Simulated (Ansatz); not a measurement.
Reaction (cleavage of the Ge–Si bond): `[SiH3][SiH2][SiH2][SiH2][GeH2][SiH3]` + CH₃SH → `C[S][GeH2][SiH3]` + `[SiH3][SiH2][SiH2][SiH3]`

Isolated molecules relaxed with PBE0-D4/def2-TZVP in Ansatz; ΔE leaves out vibrations. CCSD(T)/CBS adds triple-zeta CCSD(T) − MP2 to the extrapolated MP2 energy (def2 sets, frozen cores). This one scheme is used for every species. DFT in def2-TZVPP. B3LYP here is the variant with VWN-RPA as its local correlation; programs differ in this. For Ge outer-core shells are correlated without core-valence functions, which leaves a few kJ/mol of doubt a bond. Scalar relativity is left out up to krypton. One conformer a species, not always the lowest.

`[SiH3][SiH2][SiH2][SiH2][GeH2][SiH3]`:

Cartesian coordinates in Å:
```
Si -1.050 1.476 1.949
Si 1.056 1.673 0.952
Si 0.792 1.840 -1.364
Si -0.467 0.018 -2.113
Ge 0.442 -2.019 -1.269
Si -0.313 -2.557 0.924
H -1.789 2.759 1.799
H -0.947 1.146 3.395
H -1.833 0.408 1.270
H 1.872 0.463 1.248
H 1.769 2.861 1.500
H 0.105 3.119 -1.703
H 2.119 1.825 -2.040
H -0.480 -0.024 -3.603
H -1.874 0.154 -1.643
H 0.048 -3.177 -2.207
H 1.981 -1.930 -1.277
H -1.799 -2.561 0.956
H 0.186 -1.569 1.916
H 0.182 -3.906 1.310
```

CH₃SH:

Cartesian coordinates in Å:
```
C 0.320 -0.367 0.064
S -1.162 0.598 0.431
H 0.283 -0.793 -0.937
H 0.338 -1.182 0.788
H 1.225 0.227 0.189
H -1.004 1.517 -0.535
```

`C[S][GeH2][SiH3]`:

Z-matrix (Å, degrees):
```
C
S 1 1.813
H 1 1.090 2 111.7
H 1 1.090 2 106.6 3 -118.5
H 1 1.090 2 111.2 3 123.1
Ge 2 2.222 1 99.5 3 -61.9
Si 6 2.384 2 109.9 1 66.9
H 6 1.544 2 108.7 1 -55.3
H 6 1.537 2 105.4 1 -172.4
H 7 1.485 6 109.4 2 66.2
H 7 1.488 6 110.9 2 -173.1
H 7 1.487 6 109.6 2 -53.3
```

`[SiH3][SiH2][SiH2][SiH3]`:

```xyz
14

Si    0.214    1.474   -1.842
Si    0.012    1.540    0.487
Si   -0.893   -0.473    1.260
Si    0.436   -2.262    0.552
H     0.735    2.762   -2.375
H     1.147    0.383   -2.232
H    -1.113    1.204   -2.457
H     1.360    1.732    1.092
H    -0.847    2.689    0.890
H    -2.268   -0.633    0.708
H    -0.986   -0.468    2.748
H    -0.076   -3.556    1.077
H     0.446   -2.319   -0.935
H     1.834   -2.073    1.027
```

```
             level  ΔE (kJ/mol)  difference from CCSD(T)/CBS
            PBE-D4         -6.4                          4.3
         r2SCAN-D4        -12.1                         -1.4
           PBE0-D4         -6.7                          4.0
          B3LYP-D4        -11.8                         -1.1
           ωB97X-V        -13.2                         -2.5
           ωB97M-V        -12.3                         -1.6
            B2PLYP        -21.1                        -10.4
               PBE        -14.6                         -3.9
            r2SCAN        -15.2                         -4.5
              PBE0        -14.9                         -4.2
             B3LYP        -24.7                        -14.0
     HF/def2-TZVPP        -35.3                        -24.6
    MP2/def2-TZVPP        -14.7                         -4.0
SCS-MP2/def2-TZVPP        -19.3                         -8.6
   CCSD/def2-TZVPP        -13.6                         -2.9
CCSD(T)/def2-TZVPP        -11.6                         -0.9
     HF/def2-QZVPP        -35.9                        -25.2
    MP2/def2-QZVPP        -14.4                         -3.7
SCS-MP2/def2-QZVPP        -19.4                         -8.7
      HF/CBS(def2)        -35.9                        -25.2
     MP2/CBS(def2)        -13.9                         -3.2
    CCSD/CBS(def2)        -12.8                         -2.1
       CCSD(T)/CBS        -10.7                            0
```

Largest T1 diagnostic among the species: 0.014.

The D4 term adds +12.8 kJ/mol with B3LYP and +8.2 kJ/mol with PBE0; it sums over pairs of atoms, weighted by their polarisabilities, and B3LYP, whose exchange is more repulsive, gets the larger term. In def2-TZVPP, CCSD(T) changes the Hartree–Fock value by +23.8 kJ/mol (the triples alone add +2.1 kJ/mol) and MP2 by +20.6 kJ/mol.
